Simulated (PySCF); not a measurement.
# Atomic charges against the basis set

Compound: C₅H₄OS.
Structure used (PBE0-D3(BJ)/def2-SVP), in Å, numbered top down from 1:
```
atom  x, y, z in Å
O1     1.8320   -2.3113    0.4278
C2     0.6851   -2.0549    0.1533
C3     0.1616   -0.6918    0.0499
C4     0.8599    0.4842    0.2377
C5     0.0505    1.6294    0.0625
C6    -1.2501    1.3068   -0.2552
S7    -1.4935   -0.3812   -0.3426
H8    -0.0615   -2.8661   -0.0417
H9     1.9202    0.4859    0.4923
H10    0.4030    2.6564    0.1642
H11   -2.0796    1.9877   -0.4432
```

PBE0 throughout (PySCF), one geometry, spherical d and f functions. Geometry: PBE0-D3(BJ)/def2-SVP, one conformer, isolated molecule. The first 7 of 11 kinds of atom are listed.

Mulliken charges (e):

| basis | functions | O1 | C2 | C3 | C4 | C5 | C6 | S7 |
| --- | --- | --- | --- | --- | --- | --- | --- | --- |
| cc-pVDZ | 122 | -0.207 | +0.233 | -0.287 | +0.069 | +0.037 | -0.141 | +0.189 |
| def2-SVP | 122 | -0.219 | +0.227 | -0.253 | +0.042 | -0.010 | -0.101 | +0.139 |
| pcSseg-1 | 146 | -0.355 | +0.385 | -0.525 | +0.043 | -0.048 | -0.269 | +0.332 |
| aug-cc-pVDZ | 201 | -0.590 | +0.645 | +0.539 | +0.592 | +0.416 | -0.135 | +0.285 |
| def2-TZVP | 247 | -0.282 | +0.054 | +0.071 | -0.172 | -0.130 | -0.154 | +0.080 |
| cc-pVTZ | 270 | -0.256 | +0.121 | -0.042 | -0.120 | -0.138 | -0.151 | +0.109 |
| IGLO-III | 294 | -0.403 | +0.214 | -0.044 | -0.129 | -0.103 | -0.242 | +0.337 |

IAO charges (e):

```csv
basis,functions,O1,C2,C3,C4,C5,C6,S7
cc-pVDZ,122,-0.386,+0.238,-0.214,-0.141,-0.175,-0.297,+0.359
def2-SVP,122,-0.387,+0.239,-0.215,-0.137,-0.172,-0.293,+0.363
pcSseg-1,146,-0.400,+0.245,-0.222,-0.139,-0.176,-0.300,+0.366
aug-cc-pVDZ,201,-0.410,+0.246,-0.214,-0.143,-0.179,-0.300,+0.363
def2-TZVP,247,-0.410,+0.248,-0.225,-0.141,-0.177,-0.310,+0.383
cc-pVTZ,270,-0.407,+0.247,-0.220,-0.142,-0.178,-0.306,+0.373
IGLO-III,294,-0.412,+0.246,-0.225,-0.142,-0.179,-0.311,+0.386
```

Question: Which scheme is steadiest as the basis changes?

Answer: Largest range over the bases for any column: IAO 0.03 e, Mulliken 1.06 e. IAO charges move least and Mulliken charges most, counted in e.

Question: How much do the charges still move between the two largest bases, cc-pVTZ and IGLO-III?

Answer: At most, over all atoms: Mulliken 0.228 e, IAO 0.013 e.

Question: What do the same runs give for the total energy, the frontier levels and the dipole moment?

Answer: 
```csv
basis,energy (Eh),HOMO (eV),LUMO (eV),μ (D)
cc-pVDZ,-665.9095,-7.25,-1.81,3.18
def2-SVP,-665.5679,-7.37,-1.91,3.25
pcSseg-1,-665.8389,-7.46,-2.04,3.39
aug-cc-pVDZ,-665.9267,-7.41,-2.07,3.49
def2-TZVP,-666.0024,-7.39,-2.02,3.46
cc-pVTZ,-665.9970,-7.36,-1.97,3.39
IGLO-III,-666.0031,-7.39,-2.03,3.53
```

The dipole is fixed by the density alone, so its range of 0.35 D shows that the density itself changes with the basis, not only its division among atoms.
